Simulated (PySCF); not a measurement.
## Arsenic: a sound run and one with changed settings

Sound run: As⁺ [Ar] 3d10 4s2 4p2, As²⁺ [Ar] 3d10 4s2 4p1. Computed with PySCF 2.14 in 6-31G*, with the non-relativistic Hamiltonian (point nucleus). In the sound run the correlated levels freeze [Ar] 3d10. The sound run starts from symmetry-adapted Hartree-Fock orbitals and uses a fine grid where one is needed.

A second run was set up differently.

| species | method | sound run (hartree) | changed run (hartree) | converged |
| --- | --- | --- | --- | --- |
| As⁺ | MP2 | -2233.59668 | -2233.55880 | yes |
| As⁺ | CCSD(T) | -2233.61398 | -2233.56054 | yes |

Ionisation energy of As⁺:

```
 method  sound run (eV)  changed run (eV)
    UHF          18.036            18.036
    MP2          18.282            18.150
SCS-MP2          18.221            18.074
   CCSD          18.307            18.197
CCSD(T)          18.314            18.197
  CCSDT             n/a            18.197
    FCI             n/a            18.197
```

What was changed?
A. all electrons correlated in a valence basis
B. basis contracted for another Hamiltonian
C. a valence shell is frozen
D. minimal basis

C. Freezing a valence shell removes pair correlation that changes on ionisation.
